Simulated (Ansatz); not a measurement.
Reaction (SMILES): C=C[CH][SiH3] -> C=C[CH-][SiH3] (an electron is taken up)

Wanted: adiabatic electron affinity (0 K, with zero-point energies), in eV. Positive where the reaction releases energy. Conventions: no spin-orbit coupling; no dispersion term unless named; open shells spin-unrestricted; non-relativistic; six Cartesian d functions in 6-31G* and its kin unless marked 5d. First-principles rows: single points at B3LYP-D3(BJ) geometries (Ansatz, a quantum-chemistry and plane-wave program), with unscaled harmonic terms from B3LYP/6-31G* (Ansatz) at its own minima. Anions need diffuse functions, which STO-3G, LANL2DZ, def2-SVP, cc-pVDZ and Pople sets without + lack.

```json
[
 {"species": "C=C[CH][SiH3]", "coefficient": "+1", "E at B3LYP/6-31G* (Ansatz), Eh": "-407.95904", "E at PBE/def2-TZVPD (Ansatz), Eh": "-407.68343", "zero-point energy, kcal/mol": "51.61"},
 {"species": "C=C[CH-][SiH3]", "coefficient": "-1", "E at B3LYP/6-31G* (Ansatz), Eh": "-407.97960", "E at PBE/def2-TZVPD (Ansatz), Eh": "-407.72704", "zero-point energy, kcal/mol": "50.27"}
]
```

 1 Eh = 27.2114 eV and 1 eV = 23.0605 kcal/mol.

Question: Compute it at each level from the table.

Answer: 
- B3LYP/6-31G*: the sum of coefficient times E is 0.02056 Eh, or 0.559 eV; the thermal terms add 0.058. Result: 0.62 eV.
- PBE/def2-TZVPD: the sum of coefficient times E is 0.04361 Eh, or 1.187 eV; the thermal terms add 0.058. Result: 1.24 eV.
